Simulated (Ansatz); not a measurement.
The cluster Cs4⁻. The state is a doublet with charge -1. Geometry r2SCAN/def2-TZVP, that of the neutral singlet; atoms count from 1.

```xyz
4

Cs    2.576    4.065    0.021
Cs    0.547   -0.366    2.355
Cs   -0.540    0.362   -2.349
Cs   -2.582   -4.061   -0.028
```

In the def2 sets Cs takes a core potential; there is no spin–orbit coupling. The charge -1 doublet is spin-contaminated (final ⟨S²⟩ up to 1.01, 0.75 for a pure state). The structure comes from a short search, and lower isomers may exist.

(1) Estimate the Mulliken populations from the PBE0/def2-TZVPD orbitals of Ansatz.

(2) Where does the spin sit?

Answers

(1) 
```csv
atom,charge (e),spin (α − β)
Cs1,-0.71,-0.56
Cs2,0.21,0.64
Cs3,0.22,0.63
Cs4,-0.72,0.29
```
Mulliken values and Mayer orders depend strongly on the basis. With diffuse functions, as here, like atoms can get unlike values, and bond orders can come out too low or too high.

(2) Summed by element: Cs 1.00, of 1 unpaired in all. Largest on single atoms: Cs2 0.64, Cs3 0.63, Cs1 -0.56.
